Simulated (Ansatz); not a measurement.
`C=C[SiH](N)CC`. Charge 0, multiplicity 1. All single points use the PBE0-D4/def2-TZVP geometry. It is one conformer, not always the lowest.

```xyz
17

C    -0.901    1.143    2.167
C    -0.127    0.255    1.550
Si   -0.592   -0.559   -0.067
N    -2.145   -0.105   -0.653
C     0.692   -0.148   -1.369
C     2.124   -0.476   -0.958
H    -1.864    1.434    1.753
H    -0.620    1.615    3.105
H     0.824    0.000    2.020
H    -0.629   -2.032    0.164
H    -2.307    0.812   -1.035
H    -2.982   -0.481   -0.240
H     0.420   -0.688   -2.282
H     0.604    0.919   -1.609
H     2.433    0.102   -0.083
H     2.834   -0.258   -1.759
H     2.235   -1.534   -0.704
```

(1) What is the dipole moment at ωB97M-V/def2-TZVPP? (An estimate is asked.)

(2) And with PBE, r2SCAN, B3LYP? (Estimate.)

(3) Give the Mulliken charges with ωB97M-V, B3LYP, r2SCAN in def2-TZVPP. (An estimate is asked.)

## Answers

(1) Computed: 1.12 D, with components (-0.51, 1.00, 0.02) D in this frame, pointing from negative to positive charge.

(2) The calculation gave: PBE 1.06 D, r2SCAN 1.09 D, B3LYP 1.07 D.

(3) The calculation gave: 
| atom | ωB97M-V | B3LYP | r2SCAN |
| --- | --- | --- | --- |
| C1 | -0.21 | -0.21 | -0.15 |
| C2 | -0.23 | -0.21 | -0.21 |
| Si3 | 0.46 | 0.49 | 0.49 |
| N4 | -0.39 | -0.42 | -0.46 |
| C5 | -0.30 | -0.22 | -0.15 |
| C6 | -0.33 | -0.27 | -0.15 |
| H7 | 0.09 | 0.08 | 0.06 |
| H8 | 0.11 | 0.10 | 0.08 |
| H9 | 0.10 | 0.09 | 0.07 |
| H10 | -0.05 | -0.10 | -0.10 |
| H11 | 0.11 | 0.13 | 0.15 |
| H12 | 0.11 | 0.13 | 0.15 |
| H13 | 0.11 | 0.08 | 0.05 |
| H14 | 0.10 | 0.07 | 0.04 |
| H15 | 0.10 | 0.08 | 0.05 |
| H16 | 0.11 | 0.08 | 0.04 |
| H17 | 0.11 | 0.09 | 0.05 |

B3LYP here is the variant with VWN-RPA as its local correlation; programs differ in this.
